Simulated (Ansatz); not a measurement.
```yaml
crystal:
  periodic: [false, false, false]
  atoms:
    - {symbol: Ag, position_ang: [-2.234901, 1.684617, -0.094284]}
    - {symbol: Ag, position_ang: [-1.334289, -0.841473, 0.071097]}
    - {symbol: Ag, position_ang: [0.867783, 1.155899, -0.073385]}
    - {symbol: Ag, position_ang: [1.225736, -1.718068, 0.086637]}
    - {symbol: O, position_ang: [2.463168, -0.134489, -0.019936]}
    - {symbol: O, position_ang: [-0.490017, 2.645559, -0.141521]}
    - {symbol: O, position_ang: [-0.497478, -2.792045, 0.171402]}
basis:
  gaussian: {orbitals: def2-TZVPD, initial_orbitals: start.molden}
total_charge: -1
magnetization: {spin_polarized: true, initial_magnetization: 1}
hamiltonian: {xc: {name: wB97M-V}}
scf: {omitted_lower_state_checks: [starts]}
output: {orbitals: {seedname: orbitals}}
```

The file start.molden holds the orbitals of an earlier run on this structure, at another level or in another basis.

```sh
$ ansatz run in.yaml --threads 4 --pin off --events-out ev --progress --plain --max-ram 4787MiB
```

(1) Does this run fit into the memory that it is given?

Answers

(1) No. It has 280 basis functions, and Ansatz plans for 6 GiB where 5 GiB are given.
